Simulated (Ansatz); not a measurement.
Input file for Ansatz (a first-principles code): R-B3LYP-D3(BJ)/def2-TZVP on CH4O4 (SMILES OC(O)(O)O).

Ansatz 0.2 input:
```yaml
crystal:
  periodic: [false, false, false]
  atoms:
    - {symbol: O, position_ang: [-0.02130000, 0.97870000, -0.97190000]}
    - {symbol: C, position_ang: [-0.00600000, 0.00030000, -0.00030000]}
    - {symbol: O, position_ang: [-0.98110000, 0.31090000, 0.92420000]}
    - {symbol: O, position_ang: [-0.21960000, -1.21240000, -0.61930000]}
    - {symbol: O, position_ang: [1.20080000, -0.07620000, 0.66270000]}
    - {symbol: H, position_ang: [-0.08050000, 1.84130000, -0.54740000]}
    - {symbol: H, position_ang: [-0.82180000, -0.18420000, 1.73590000]}
    - {symbol: H, position_ang: [-0.90130000, -1.10660000, -1.29180000]}
    - {symbol: H, position_ang: [1.83080000, -0.55180000, 0.10800000]}
basis:
  gaussian:
    orbitals: def2-TZVP
hamiltonian:
  xc: b3lyp
  dispersion: d3bj
relax: {f_tol: 0.004, max_steps: 120}
scf: {lower_state_search: off}
```

Output:

```
WARN ansatz: RAYON_NUM_THREADS=4 ignored (pool sized by the plan → 4); use --threads N
Functional definition: B3LYP
these checks for a lower state are left out or cut short: stability, starts, cluster_reference, orbital_swaps, neighbouring_geometries, increment
integrals: 0.08 GiB planned
960 factors; their error is unknown
mean field: 0.80 GiB planned
mean field evaluation 1: about -9283.8041 eV, gradient 8.6e1 eV
mean field evaluation 2: about -9271.8901 eV, gradient 1.2e2 eV
mean field evaluation 4: about -9294.7065 eV, gradient 1.6e0 eV
mean field evaluation 8: about -9294.7169 eV, gradient 3.9e-2 eV
mean field evaluation 16: about -9294.7169 eV, gradient 3.1e-4 eV
mean field -9294.71689790 eV, -341.5745458126 hartree, gradient 7.5e-6 eV, S^2 0.000000; 0 other end points of the search recorded, 0 dependent functions left out
the calculation of the forces begins
reference -9294.71710484 eV, -341.5745534173 hartree; 21, 21 occupied and 158, 158 virtual orbitals, 960 factors
relax step   1: F+E_penalty+E_count = -9294.93775453 eV  Δ(F+E_penalty+E_count) = +0.000e0 eV  max|allowed force component| = 5.629e-1 eV/Å  Δτ_max = 0.0000 Å  (17 SCF iters, accepted)
these checks for a lower state are left out or cut short: stability, starts, cluster_reference, orbital_swaps, neighbouring_geometries, increment
integrals: 0.08 GiB planned
960 factors; their error is unknown
mean field: 0.81 GiB planned
mean field -9294.73368493 eV, -341.5751627243 hartree, gradient 2.6e-6 eV, S^2 0.000000; 0 other end points of the search recorded, 0 dependent functions left out
the calculation of the forces begins
reference -9294.73389239 eV, -341.5751703483 hartree; 21, 21 occupied and 158, 158 virtual orbitals, 960 factors
relax step   2: F+E_penalty+E_count = -9294.95428682 eV  Δ(F+E_penalty+E_count) = -1.653e-2 eV  max|allowed force component| = 2.674e-1 eV/Å  Δτ_max = 0.0124 Å  (20 SCF iters, accepted)
these checks for a lower state are left out or cut short: stability, starts, cluster_reference, orbital_swaps, neighbouring_geometries, increment
integrals: 0.08 GiB planned
960 factors; their error is unknown
mean field: 0.80 GiB planned
mean field evaluation 32: about -9294.7393 eV, gradient 1.1e-2 eV
mean field -9294.73927589 eV, -341.5753681884 hartree, gradient 2.9e-6 eV, S^2 0.000000; 0 other end points of the search recorded, 0 dependent functions left out
the calculation of the forces begins
reference -9294.73948387 eV, -341.5753758314 hartree; 21, 21 occupied and 158, 158 virtual orbitals, 960 factors
relax step   3: F+E_penalty+E_count = -9294.95991243 eV  Δ(F+E_penalty+E_count) = -5.626e-3 eV  max|allowed force component| = 2.137e-2 eV/Å  Δτ_max = 0.0127 Å  (20 SCF iters, accepted)
these checks for a lower state are left out or cut short: stability, starts, cluster_reference, orbital_swaps, neighbouring_geometries, increment
integrals: 0.08 GiB planned
960 factors; their error is unknown
mean field: 0.80 GiB planned
mean field -9294.73960542 eV, -341.5753802984 hartree, gradient 2.8e-6 eV, S^2 0.000000; 0 other end points of the search recorded, 0 dependent functions left out
the calculation of the forces begins
reference -9294.73981342 eV, -341.5753879424 hartree; 21, 21 occupied and 158, 158 virtual orbitals, 960 factors
relax step   4: F+E_penalty+E_count = -9294.96028538 eV  Δ(F+E_penalty+E_count) = -3.730e-4 eV  max|allowed force component| = 1.387e-2 eV/Å  Δτ_max = 0.0105 Å  (20 SCF iters, accepted)
these checks for a lower state are left out or cut short: stability, starts, cluster_reference, orbital_swaps, neighbouring_geometries, increment
integrals: 0.08 GiB planned
960 factors; their error is unknown
mean field: 0.80 GiB planned
mean field -9294.73973606 eV, -341.5753850992 hartree, gradient 2.9e-6 eV, S^2 0.000000; 0 other end points of the search recorded, 0 dependent functions left out
the calculation of the forces begins
reference -9294.73994419 eV, -341.5753927480 hartree; 21, 21 occupied and 158, 158 virtual orbitals, 960 factors
relax step   5: F+E_penalty+E_count = -9294.96047994 eV  Δ(F+E_penalty+E_count) = -1.946e-4 eV  max|allowed force component| = 1.417e-3 eV/Å  Δτ_max = 0.0144 Å  (20 SCF iters, accepted)
these checks for a lower state are left out or cut short: stability, starts, cluster_reference, orbital_swaps, neighbouring_geometries, increment
integrals: 0.08 GiB planned
960 factors; their error is unknown
mean field: 0.80 GiB planned
mean field -9294.73973866 eV, -341.5753851950 hartree, gradient 2.8e-6 eV, S^2 0.000000; 0 other end points of the search recorded, 0 dependent functions left out
the calculation of the forces begins
reference -9294.73994683 eV, -341.5753928452 hartree; 21, 21 occupied and 158, 158 virtual orbitals, 960 factors
relax step   6: F+E_penalty+E_count = -9294.96048856 eV  Δ(F+E_penalty+E_count) = -8.623e-6 eV  max|allowed force component| = 1.803e-3 eV/Å  Δτ_max = 0.0041 Å  (21 SCF iters, accepted)
Total energy: -9294.96069674 eV, -341.5835052544 hartree
Atom 0 at    -0.013295     0.978319    -0.987509 Å, force    -0.000975    -0.001460     0.000606 eV/Å
Atom 1 at     0.000096    -0.000054     0.000038 Å, force     0.000337    -0.000076    -0.000268 eV/Å
Atom 2 at    -0.978964     0.335352     0.928253 Å, force     0.001183     0.000436    -0.001803 eV/Å
Atom 3 at    -0.213629    -1.222868    -0.625790 Å, force     0.000917     0.001128     0.000697 eV/Å
Atom 4 at     1.206281    -0.090990     0.685180 Å, force    -0.001722     0.000609     0.000877 eV/Å
Atom 5 at    -0.075144     1.835016    -0.546500 Å, force     0.000388     0.000487     0.000210 eV/Å
Atom 6 at    -0.837607    -0.213026     1.710253 Å, force     0.000206    -0.000643     0.000802 eV/Å
Atom 7 at    -0.929631    -1.101991    -1.262159 Å, force    -0.000604     0.000011    -0.000476 eV/Å
Atom 8 at     1.841892    -0.519757     0.098334 Å, force     0.000271    -0.000493    -0.000645 eV/Å
Dipole moment:    -0.000294     0.000134    -0.000039 e Å
Checks for a lower state left out: stability, starts, cluster_reference, orbital_swaps, neighbouring_geometries, increment
```

The calculation finished and met its thresholds.

Cost: about 40 core-seconds (a rough figure).
